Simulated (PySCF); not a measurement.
Vertical excitations of a molecule GeH7NSi from TDA-LC-ωPBE/def2-SVPD (PySCF), as energy in eV (oscillator strength): 6.45 (0.005), 7.43 (0.041), 7.83 (0.017), 8.10 (0.022), 8.21 (0.009), 8.34 (0.014), 8.65 (0.029), 8.73 (0.011), 8.84 (0.038), 9.04 (0.010). Lowest triplet (TDA): 5.96 eV. Geometry optimised at B3LYP-D3(BJ)/def2-SVP. The values are those of a single conformer.

Problem. Identify the compound among the candidates.
(A) [SiH3][NH][GeH3]
(B) [NH2][GeH2][SiH3]
(C) N[SiH2][GeH3]

Solution. A, [SiH3][NH][GeH3]
